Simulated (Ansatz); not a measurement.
This geometry of H$_{4}$O$_{2}$SZn (8 atoms, charge 0, multiplicity 1) is a first-order saddle point.

Level of theory: RKS B3LYP-D4/def2-SVP (Ansatz 0.2.0).

```xyz
8
Properties=species:S:1:pos:R:3
Zn -0.281 -0.182 -0.667
O 0.388 -1.375 0.632
O -1.153 0.122 -2.203
H 0.900 -0.165 1.218
S 0.797 1.336 1.130
H 0.889 -2.171 0.408
H -1.219 1.063 -2.412
H -0.321 1.372 1.893
```

Q: Which two structures does it join? (They come from a converged band through this point; their orientation in space is the band's.)

A: Bonds broken: H4–S5. Bonds formed: O2–H4.

First end point:

```xyz
8
Properties=species:S:1:pos:R:3
Zn -0.251 -0.439 -0.751
O 0.561 -1.469 0.501
O -1.179 0.172 -2.151
H 1.051 0.162 1.357
S 0.710 1.464 1.084
H 0.648 -2.416 0.344
H -1.128 1.134 -2.221
H -0.413 1.392 1.836
```

Last end point:

```xyz
8
Properties=species:S:1:pos:R:3
Zn -0.232 0.698 -0.136
O 0.374 -1.307 0.488
O -0.403 -0.312 -1.661
H 1.319 -1.504 0.555
S -0.160 2.397 1.249
H 0.113 -1.487 -0.453
H -1.015 -0.075 -2.365
H 0.005 1.590 2.324
```

Q: How far does it lie above each of them?

A: 0.081 eV above the first and 1.054 eV above the second. This is the barrier of this one path; another mechanism may lie lower. The orbitals stay closed-shell, which can raise the energy where a bond breaks towards radicals; this wasn't checked here.

Time of the run: 4.3 min on 2 threads of Arm Neoverse V1 (shared host), peak memory 0.24 GiB.
